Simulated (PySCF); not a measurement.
Identify the unknown among the candidates.

All candidates are C2H12OSi4.

| technique | computed result |
| --- | --- |
| NMR, other nuclei | isotropic shieldings of nuclei other than C and H, by class: -589 (1 O), 408 (1 Si), 419 (1 Si), 459 (1 Si), 501 (1 Si) ppm [GIAO PBE0/pcSseg-1] |
| 13C NMR | chemical shifts (computed TMS as zero) by class: 256.7 (1 C), -8.5 (1 C) ppm [GIAO PBE0/pcSseg-1] |
| Dipole | 1.62 D [PBE0/pcSseg-1] |
| Rotational structure | rotational constants A, B, C: 1.160, 0.894, 0.760 GHz [GFN2-xTB] |
| 1H NMR | chemical shifts (computed TMS as zero) by class: 12.55 (1 H), 4.63 (1 H), 4.48 (1 H), 4.21 (1 H), 4.04 (1 H), 3.65 (3 H), 2.97 (1 H), 0.21 (3 H) ppm [GIAO PBE0/pcSseg-1] |

Electronic properties: PySCF, gas phase, density fitting. Levels stand in brackets. Isolated species at its GFN2-xTB geometry (one conformer only). GFN2-xTB frequencies show an imaginary mode (26i cm⁻¹), so this geometry is no minimum at that level. NMR classes are plain means over equivalent atoms (diastereotopic ones count apart unless rotation or inversion swaps them), as if these changed places fast.

**Question.** Which candidate is it?
A. `C[SiH2][Si@@H]([SiH3])[SiH2]C=O`
B. `O=CC[SiH2][SiH2][SiH2][SiH3]`
C. `C[Si]([SiH3])([SiH3])[SiH2]C=O`

**Answer.** A. It is `C[SiH2][Si@@H]([SiH3])[SiH2]C=O`. Numbering: `[CH3:1][SiH2:2][Si@@H:3]([SiH3:4])[SiH2:5][CH:6]=[O:7]`. Its formula, C2H12OSi4, gives 1 degree of unsaturation: 0 rings and 1 π bond in the structure found. 2 carbons fall into 2 classes; from least to most shielded: carbonyl carbon [C6] (256.7 ppm), Si-methyl carbon [C1] (-8.5 ppm). Hydrogen classes from least to most shielded: 1 H on a carbonyl carbon, C6 (12.55 ppm), 1 H on an SiH2 silicon, Si5 (4.63 ppm), 1 H on an SiH2 silicon, Si5 (4.48 ppm), 1 H on an SiH2 silicon, Si2 (4.21 ppm), 1 H on an SiH2 silicon, Si2 (4.04 ppm), 3 H on an SiH3 silicon, Si4 (3.65 ppm, a mean of values up to 0.7 ppm apart in this geometry), 1 H on an SiH silicon, Si3 (2.97 ppm), 3 H on an Si-methyl carbon, C1 (0.21 ppm). The other shieldings belong to: -589 ppm, carbonyl oxygen [O7]; 408 ppm, SiH2 silicon [Si5]; 419 ppm, SiH2 silicon [Si2]; 459 ppm, SiH3 silicon [Si4]; 501 ppm, SiH silicon [Si3]. The optimised geometry has point group C1 and is an asymmetric top.

The others, at the same levels:
- `O=CC[SiH2][SiH2][SiH2][SiH3]` fails: its computed 13C shifts are 212.1 (1 C), 34.6 (1 C) ppm, 1H shifts are 9.80 (1 H), 4.13 (2 H), 3.76 (2 H), 3.67 (2 H), 3.57 (3 H), 2.43 (2 H) ppm and rotational constant A is 1.632 GHz (against 1.160 GHz).
- `C[Si]([SiH3])([SiH3])[SiH2]C=O` fails: its computed 1H shifts are 12.43 (1 H), 4.40 (2 H), 3.74 (6 H), 0.27 (3 H) ppm and dipole moment is 2.38 D (against 1.62 D).

Each candidate is one conformer, not necessarily the lowest. Dipoles, sizes and rotational constants follow the conformer. The torsions of the flexible species, by atom-mapped SMILES:
- `[CH3:1][SiH2:2][Si@@H:3]([SiH3:4])[SiH2:5][CH:6]=[O:7]`: C1–Si2–Si3–Si4 -48°, Si2–Si3–Si5–C6 -82°, Si3–Si5–C6–O7 0°
- `[O:1]=[CH:2][CH2:3][SiH2:4][SiH2:5][SiH2:6][SiH3:7]`: O1–C2–C3–Si4 64°, C2–C3–Si4–Si5 -56°, C3–Si4–Si5–Si6 83°, Si4–Si5–Si6–Si7 -39°
- `[CH3:1][Si:2]([SiH3:3])([SiH3:4])[SiH2:5][CH:6]=[O:7]`: C1–Si2–Si5–C6 150°, Si2–Si5–C6–O7 -11°
